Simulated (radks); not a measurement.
Results of a calculation; reference values are marked as such.
Question: The mean radii <r> (bohr) of the occupied orbitals of an atom or ion are listed with their occupations. Level of theory: scalar-relativistic Kohn-Sham, PBE, spin-unpolarised, spherical densities, point nucleus (a radial shooting solver on a logarithmic mesh with Libxc functionals).

| orbital | occ. | <r> |
|---|---|---|
| 1s | 2 | 0.05606 |
| 2s | 2 | 0.2444 |
| 2p | 4 | 0.2123 |

Name the element and its charge.

Answer: Z = 27, cobalt, charge +19: Co19+ in [He] 2s2 2p4. The 1s radius gives Z: for a bare nucleus <r> = (2 gamma + 1)/(2Z) with gamma = sqrt(1 - (Z/c)^2), 0.05483 bohr for Z = 27, and screening makes it slightly larger (0.05606 here). The occupations add up to 8, and the charge is Z minus that.
